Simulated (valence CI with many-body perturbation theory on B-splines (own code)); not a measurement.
**E1 transitions of Sr6+**

Calculated by valence CI with perturbative core correlation (CI+MBPT): four valence electrons over a frozen Dirac-Fock core [Ar] 3d10, a basis of 11 s, 11 p, 9 d, 7 f, 5 g, 2 h, 1 i functions for each j, with the one-electron correlation potential Σ1 (screened to all orders), the two-electron term Σ2, the three-electron term Σ3, Breit, model QED; selected single and double excitations, second order for the rest, scaled by the run's own slope (own B-spline code, finite nucleus).

Against 13 measured levels this calculation errs by 109 cm⁻¹ on average and by 228 at most. These come from a selection out of Sansonetti, J. Phys. Chem. Ref. Data 41, 013102 (2012). Levels without a partner in it may be off by more. Among the levels kept, up to 350 cm⁻¹ of a level comes from second order outside the variational space, and about a tenth of that is noise between levels of different J, which matters for small intervals.

Lines 101 to 150 of 223 in falling wavelength, among levels below 453600 cm⁻¹, chosen from the strongest by gf and those to the six lowest levels. Wavelengths and rates use the calculated energies, so an error of 100 cm⁻¹ moves a line at 48.85 nm by 0.049 % and its rate by three times that or more. Electric multipoles are in the length gauge, E1 and E2 with the static RPA response of the core. Weak lines are less certain than strong ones. Lines between different terms over intervals too small for the method are left out, as are lines whose strength nearly cancels. Where a level lies close to another of its J and parity, the split of strength between their lines is uncertain. The highest levels of a list are the least certain.

Names give the largest LS component (configuration and term), which can be under half, so a name can repeat, a term be missing and a line seem to break the LS rules; names also repeat where a configuration has a term twice. Letters in brackets count levels of one name in rising energy.

| λ vac (nm) | λ from measured levels | Upper | Lower | A (s⁻¹) | S (a.u.) |
| --- | --- | --- | --- | --- | --- |
| 48.85 | 48.93 | 4s 4p3 3S°_1 | 4s2 4p2 1D_2 | 1.13e+08 | 1.96e-02 |
| 48.53 | 48.48 | 4s 4p3 1D°_2 | 4s2 4p2 3P_1 | 5.98e+07 | 1.69e-02 |
| 46.31 |  | 4s2 4p 5p 3D_1 | 4s 4p3 1D°_2 | 8.84e+08 | 1.30e-01 |
| 45.58 | 45.61 | 4s 4p3 1P°_1 | 4s2 4p2 1D_2 | 1.63e+10 | 2.28e+00 |
| 45.34 | 45.39 | 4s 4p3 3S°_1 | 4s2 4p2 3P_2 | 1.84e+10 | 2.54e+00 |
| 45.08 |  | 4p4 3P_2 | 4s 4p3 5S°_2 | 3.71e+07 | 8.39e-03 |
| 44.31 |  | 4s2 4p 4d 3F°_2 | 4s2 4p2 1D_2 | 4.08e+08 | 8.76e-02 |
| 44.20 | 44.24 | 4s 4p3 3S°_1 | 4s2 4p2 3P_1 | 8.80e+09 | 1.12e+00 |
| 43.77 |  | 4s 4p2 4d 1F_3 | 4s 4p3 1D°_2 | 7.02e+08 | 2.03e-01 |
| 43.71 |  | 4s 4p2 4d 3P_2 | 4s 4p3 3P°_2 | 1.81e+09 | 3.72e-01 |
| 43.53 |  | 4s 4p2 4d 3P_2 | 4s 4p3 3P°_1 | 1.31e+09 | 2.66e-01 |
| 43.41 |  | 4s2 4p 4d 3F°_3 | 4s2 4p2 1D_2 | 3.66e+07 | 1.03e-02 |
| 43.26 |  | 4p4 3P_1 | 4s 4p3 5S°_2 | 4.19e+06 | 5.02e-04 |
| 43.07 |  | 4s 4p2 4d 3D_3 | 4s 4p3 1D°_2 | 5.56e+08 | 1.53e-01 |
| 42.91 |  | 4s2 4p 4d 3P°_1 [a] | 4s2 4p2 1S_0 | 2.88e+07 | 3.37e-03 |
| 42.90 | 42.94 | 4s 4p3 3S°_1 | 4s2 4p2 3P_0 | 3.73e+09 | 4.36e-01 |
| 42.58 |  | 4s 4p2 4d 3P_1 | 4s 4p3 3P°_2 | 4.95e+09 | 5.66e-01 |
| 42.51 | 42.52 | 4s 4p3 1P°_1 | 4s2 4p2 3P_2 | 3.77e+08 | 4.29e-02 |
| 42.46 |  | 4s 4p2 4d 3F_2 [a] | 4s 4p3 3D°_1 | 6.22e+08 | 1.17e-01 |
| 42.26 |  | 4s 4p2 4d 3P_1 | 4s 4p3 3P°_0 | 2.36e+09 | 2.64e-01 |
| 42.20 |  | 4p4 1D_2 | 4s 4p3 5S°_2 | 2.11e+06 | 3.92e-04 |
| 41.90 |  | 4s 4p2 4d 3F_3 | 4s 4p3 3D°_2 | 4.61e+08 | 1.17e-01 |
| 41.67 |  | 4s 4p2 4d 3P_0 | 4s 4p3 3P°_1 | 1.02e+10 | 3.64e-01 |
| 41.50 | 41.51 | 4s 4p3 1P°_1 | 4s2 4p2 3P_1 | 3.47e+09 | 3.67e-01 |
| 41.49 |  | 4s2 4p 4d 3P°_1 [b] | 4s2 4p2 1S_0 | 3.74e+05 | 3.96e-05 |
| 41.43 |  | 4s 4p2 4d 3F_4 | 4s 4p3 3D°_3 | 3.44e+08 | 1.09e-01 |
| 41.40 |  | 4s2 4p 4d 3F°_2 | 4s2 4p2 3P_2 | 3.29e+08 | 5.76e-02 |
| 40.62 |  | 4s2 4p 4d 3F°_3 | 4s2 4p2 3P_2 | 7.13e+08 | 1.65e-01 |
| 40.45 |  | 4s2 4p 4d 3F°_2 | 4s2 4p2 3P_1 | 1.83e+08 | 2.98e-02 |
| 40.36 | 40.36 | 4s 4p3 1P°_1 | 4s2 4p2 3P_0 | 6.07e+08 | 5.91e-02 |
| 40.12 |  | 4s 4p2 4d 5F_1 | 4s 4p3 5S°_2 | 5.79e+06 | 5.53e-04 |
| 39.91 |  | 4s 4p2 4d 3P_2 | 4s 4p3 3D°_3 | 1.27e+10 | 1.99e+00 |
| 39.89 |  | 4s 4p2 4d 3D_2 | 4s 4p3 3P°_2 | 7.65e+08 | 1.20e-01 |
| 39.88 |  | 4s 4p2 4d 5F_2 | 4s 4p3 5S°_2 | 4.23e+07 | 6.62e-03 |
| 39.85 |  | 4s2 4p 4d 3P°_2 | 4s2 4p2 1D_2 | 9.51e+09 | 1.48e+00 |
| 39.78 |  | 4s 4p2 4d 3D_1 | 4s 4p3 3P°_1 | 1.20e+09 | 1.12e-01 |
| 39.52 |  | 4s 4p2 4d 3P_2 | 4s 4p3 3D°_2 | 8.47e+09 | 1.29e+00 |
| 39.50 |  | 4s 4p2 4d 5F_3 | 4s 4p3 5S°_2 | 9.23e+07 | 1.97e-02 |
| 39.50 |  | 4s 4p2 4d 3P_2 | 4s 4p3 3D°_1 | 1.29e+09 | 1.96e-01 |
| 39.00 |  | 4s2 4p 4d 3P°_1 [a] | 4s2 4p2 1D_2 | 5.91e+08 | 5.19e-02 |
| 38.59 |  | 4s 4p2 4d 3P_1 | 4s 4p3 3D°_2 | 8.09e+09 | 6.88e-01 |
| 38.57 |  | 4s 4p2 4d 3P_1 | 4s 4p3 3D°_1 | 1.07e+10 | 9.11e-01 |
| 38.55 |  | 4s2 4p 5p 3S_1 | 4s 4p3 3P°_2 | 1.11e+09 | 9.45e-02 |
| 38.54 |  | 4s2 4p 4d 1D°_2 | 4s2 4p2 1D_2 | 1.95e+10 | 2.75e+00 |
| 38.37 |  | 4s 4p2 4d 3G_4 | 4s 4p3 3D°_3 | 3.71e+08 | 9.30e-02 |
| 38.19 |  | 4s 4p2 4d 5D_1 | 4s 4p3 5S°_2 | 2.83e+08 | 2.34e-02 |
| 38.07 |  | 4s 4p2 4d 5D_2 | 4s 4p3 5S°_2 | 8.11e+08 | 1.10e-01 |
| 37.96 |  | 4s 4p2 4d 3P_0 | 4s 4p3 3D°_1 | 1.68e+10 | 4.53e-01 |
| 37.91 |  | 4s 4p2 4d 5D_3 | 4s 4p3 5S°_2 | 1.25e+09 | 2.35e-01 |
| 37.82 |  | 4s2 4p 4d 3P°_1 [b] | 4s2 4p2 1D_2 | 2.17e+09 | 1.74e-01 |
